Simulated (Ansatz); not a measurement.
`C[SiH2]O[SiH2]Cl` + `BN([SiH3])CC` → `BN([SiH3])[SiH2]Cl` + `CCO[SiH2]C`  (redistribution)

Calculated with Ansatz (gas phase, PBE0-D4/def2-TZVP geometries, no zero-point term in ΔE). CCSD(T)/CBS adds triple-zeta CCSD(T) − MP2 to the extrapolated MP2 energy (def2 sets, frozen cores). Functionals use def2-TZVPP. B3LYP here is the variant with VWN-RPA as its local correlation; programs differ in this. Each species was taken in one conformer, which may not be the lowest.

```csv
level,ΔE (kJ/mol),difference from CCSD(T)/CBS
B3LYP-D4,85.5,-1.4
ωB97X-V,83.2,-3.7
ωB97M-V,83.8,-3.1
B2PLYP,86.4,-0.5
PBE,80.5,-6.4
r2SCAN,84.2,-2.7
PBE0,82.1,-4.8
B3LYP,84.8,-2.1
HF/def2-TZVPP,85.4,-1.5
MP2/def2-TZVPP,88.8,1.9
SCS-MP2/def2-TZVPP,87.8,0.9
CCSD/def2-TZVPP,86.4,-0.5
CCSD(T)/def2-TZVPP,85.9,-1.0
MP2/def2-QZVPP,89.7,2.8
HF/CBS(def2),86.4,-0.5
CCSD/CBS(def2),87.4,0.5
CCSD(T)/CBS,86.9,0
```

Largest T1 diagnostic among the species: 0.012.
